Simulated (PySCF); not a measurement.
Fractional electron number in Ir⁺ (iridium, charge +1)

The 6s alpha orbital of [Xe] 4f14 5d7 6s1 is emptied in steps (occupation f), with all orbitals relaxed, ending at [Xe] 4f14 5d7. All numbers are calculated (PySCF 2.14, a scalar-relativistic core potential, in aug-cc-pVTZ-PP with ECP60MDF). The exact energy is a straight line in f; departures are measured from the line between the end points of the same method.

| f | UHF (eV) |
| --- | --- |
| 1 | 0.000 |
| 0.9 | 0.026 |
| 0.7 | 0.060 |
| 0.5 | 0.070 |
| 0.3 | 0.057 |
| 0.1 | 0.024 |
| 0 | 0.000 |

Problem. For UHF, how does the orbital energy at f = 1 compare with the removal energy?

Solution. −ε = 16.637 eV against a total-energy difference of 16.344 eV. By Janak's theorem ε = ∂E/∂f, so the gap between them reflects the curvature. Along the path −ε is 16.574 (f = 0.9), 16.452 (f = 0.7), 16.338 (f = 0.5), 16.230 (f = 0.3), 16.127 (f = 0.1) eV.

Reference removal energy between the ground levels: 17 ± 0.3 eV (semi-empirical (NIST evaluation); NIST Atomic Spectra Database, ionization energies). The calculation has no spin-orbit coupling. UHF lacks correlation.
